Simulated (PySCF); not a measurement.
Be2O, SMILES [Be][O][Be] (connectivity only; charge and spin as stated), neutral, multiplicity 1. Atoms are numbered in the order given.

```xyz
3

Be     0.0000     0.0000    -1.4049
O      0.0000     0.0000     0.0000
Be     0.0000     0.0000     1.4049
```
Charge 0, spin multiplicity 1.

The structure is a stationary point at B3LYP-D3(BJ)/def2-TZVPD. The geometry has at least one imaginary mode, so it is a saddle point at that level.

Two levels are set side by side: PBE/pcSseg-2 (PySCF) and PBE0/pcSseg-2 (PySCF). GIAO shifts against H2O (¹⁷O) at the same level; non-relativistic, no solvent, atoms listed together averaged. Differences are taken from unrounded values.

```csv
quantity,PBE0,PBE,PBE minus PBE0
δ(¹⁷O) of O2 (ppm),30.8,50.0,19.2
```

Rough cost on one machine, each run with all the roots and properties that it gave: PBE0 against PBE within a factor of 2.
